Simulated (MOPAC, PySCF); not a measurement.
C$_{6}$H$_{15}$In, SMILES `C[CH2][In]([CH2]C)[CH2]C`, neutral singlet in the gas phase. 

Z-matrix (Å, degrees):
```
In
C 1 2.1845
H 2 1.1032 1 107.06
H 2 1.1032 3 104.99 1 -113.50
C 2 1.5273 3 110.74 4 -119.54
H 5 1.1017 2 111.94 3 -62.17
H 5 1.1017 6 106.57 2 122.69
H 5 1.1035 6 106.88 7 114.01
C 1 2.1845 2 120.06 3 -55.65
H 9 1.1031 1 107.09 2 -125.44
H 9 1.1033 10 104.98 1 113.44
C 9 1.5273 10 110.76 11 119.52
H 12 1.1016 9 111.94 10 -178.28
H 12 1.1017 13 106.57 9 122.69
H 12 1.1035 13 106.88 14 114.00
C 1 2.1845 2 120.01 3 124.27
H 16 1.1031 1 107.17 2 53.12
H 16 1.1034 17 104.99 1 113.44
C 16 1.5273 17 110.77 18 119.52
H 19 1.1016 16 111.94 17 -178.39
H 19 1.1017 20 106.57 16 122.69
H 19 1.1035 20 106.89 21 113.99
```
Charge 0, spin multiplicity 1.

All levels are single points at this geometry (CAM-B3LYP-D3(BJ)/def2-SVP); Pople sets use spherical d functions. Orbital energies aren't observables, and empty levels follow the basis.

```tsv
level	HOMO (eV)	LUMO (eV)	gap (eV)	dipole (D)	vertical IE, Delta-SCF (eV)
CAM-B3LYP-D3(BJ)/def2-TZVP in PySCF	-7.73	-0.14	7.59	0.01	8.30
PBE-D3(BJ)/def2-TZVP in PySCF	-5.33	-1.62	3.71	0.01	–
BP86/6-31G* (LANL2DZ on In) in PySCF	-5.21	-1.40	3.80	0.01	–
M06-2X/6-31G* (LANL2DZ on In) in PySCF	-7.39	-0.33	7.06	0.01	–
AM1 in MOPAC	-9.26	-1.14	8.12	0.01	–
PM6 in MOPAC	-9.90	1.66	11.56	0.01	–
```
